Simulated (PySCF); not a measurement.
Cs²⁴⁺: ionisation energy

Cs²⁴⁺ [Ar] 3d10 4s2 4p1 [4p1/2^1, M_J = 1/2] → Cs²⁵⁺ [Ar] 3d10 4s2, as a difference of total energies. Calculation: PySCF 2.14, in an even-tempered Gaussian basis (17 s from 1.8 bohr⁻², ratio 2.8; 13 p from 2.3 bohr⁻², ratio 2.8; 8 d from 4.2 bohr⁻², ratio 2.8; 4 f from 11 bohr⁻², ratio 3); the two-component X2C-1e Hamiltonian. Correlated levels: [Ne] frozen; the 74 highest virtual spinors dropped. "Screened" scales the spin-orbit matrix elements by Boettger's factors to mimic the two-electron term; Breit and QED terms are absent.

| method | ionisation energy (eV) |
| --- | --- |
| GHF (spin-free) | 774.22 |
| GMP2 (spin-free) | 774.97 |
| GHF (screened spin-orbit) | 787.93 |
| GMP2 (screened spin-orbit) | 788.69 |

Question: How much does correlation contribute at GMP2 (screened spin-orbit)?

Answer: 788.69 − (787.93) = 0.76 eV, measured against GHF (screened spin-orbit).

Breit and QED terms and the two-electron picture change are absent.

The spin-free rows lack the spin-orbit shift.

For comparison: 791 ± 4 eV (theoretical estimate listed by NIST; NIST Atomic Spectra Database, ionization energies).
